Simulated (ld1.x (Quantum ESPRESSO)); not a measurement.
Scattering properties, TM potential for arsenic

- Element: arsenic
- Generator: ld1.x (Quantum ESPRESSO) 7.5
- Type: norm-conserving Troullier–Martins (Kleinman–Bylander form)
- Functional: PBEsol
- Relativity: scalar-relativistic
- Frozen core: [Ar] 3d10
- Valence charge: 5
- Reference configuration: 4s2 4p3
- Partial waves: 4s (bound): rc 1.35 bohr; 4p (bound): rc 2.15 bohr
- Local potential: the p channel
- Core correction: Bessel-smoothed model core, default radius (core density twice the valence density)

The phase is arctan(r·u′/u) with u = r·R(r), unwrapped; energies in Ry, scanned from -3 to 5 Ry. A pole is an energy at which the radial function vanishes at the test radius. The pseudo phase is shifted by a multiple of π to meet the all-electron one at the reference energy, and phase errors are pseudo minus all-electron; the curves can meet again beyond the range given. Levels narrower than the energy grid can be missing from the lists of poles.

```
channel  radius (bohr)  reference energy (Ry)  poles, all-electron  poles, pseudo  unbroken range about the reference energy with phases within 0.05 rad  phase error 1 Ry above the reference energy (rad)
      s           2.36                  -1.07                 0.11           0.13                                                              below 2.8                                             +0.002
      p           2.36                  -0.38                 1.42           1.38                                                              below 3.5                                             -0.003
```

Phases in the p channel:

| E (Ry) | all-electron | pseudo |
| --- | --- | --- |
| -3.00 | 1.277 | 1.276 |
| -2.52 | 1.235 | 1.234 |
| -2.04 | 1.171 | 1.169 |
| -1.56 | 1.057 | 1.055 |
| -1.08 | 0.804 | 0.802 |
| -0.60 | 0.072 | 0.071 |
| -0.12 | -0.929 | -0.929 |
| 0.36 | -1.312 | -1.314 |
| 0.84 | -1.469 | -1.473 |
| 1.32 | -1.557 | -1.562 |
| 1.80 | -1.619 | -1.627 |
| 2.28 | -1.670 | -1.682 |
| 2.76 | -1.720 | -1.740 |
| 3.24 | -1.777 | -1.811 |
| 3.72 | -1.850 | -1.918 |
| 4.20 | -1.963 | -2.120 |
| 4.68 | -2.174 | -2.635 |
